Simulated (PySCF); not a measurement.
Highest orbital energy against ionisation energy along the 5p block

Calculated with PySCF 2.14, no spin-orbit coupling. Each cell gives −ε(HOMO) / ΔSCF in eV; NIST values include spin-orbit coupling, (s) semi-empirical, (t) theoretical.

```csv
species,UHF,LDA,PBE,PBE0,r2SCAN,NIST (lowest levels)
"In (x2c-TZVPPall, spin-free X2C)",5.457 / 5.205,2.810 / 5.710,2.768 / 5.582,3.562 / 5.614,3.028 / 5.704,5.786
"Sn (x2c-TZVPPall, spin-free X2C)",7.234 / 6.859,4.109 / 7.420,4.044 / 7.255,4.987 / 7.309,4.375 / 7.414,7.344
"Sb (x2c-TZVPPall, spin-free X2C)",9.033 / 8.577,5.401 / 9.114,5.333 / 8.936,6.431 / 9.028,5.756 / 9.171,8.608
"Te (x2c-TZVPPall, spin-free X2C)",8.439 / 7.751,5.299 / 9.025,5.154 / 8.733,6.212 / 8.745,5.443 / 8.789,9.010
"I (x2c-TZVPPall, spin-free X2C)",10.353 / 9.587,6.775 / 10.835,6.614 / 10.526,7.804 / 10.568,6.952 / 10.600,10.451
"Xe (x2c-TZVPPall, spin-free X2C)",12.435 / 11.543,8.392 / 12.694,8.221 / 12.384,9.534 / 12.458,8.625 / 12.506,12.130
```

Q: How far is −ε(HOMO) from ΔSCF on average for each method, and why?

A: UHF 0.57 eV; LDA -3.67 eV; PBE -3.55 eV; PBE0 -2.53 eV; r2SCAN -3.33 eV. Hartree-Fock orbital energies lack relaxation and so exceed the ΔSCF value; semilocal functionals have convex E(N) from self-interaction, so their HOMO lies far too high; exact exchange moves hybrids part of the way back.
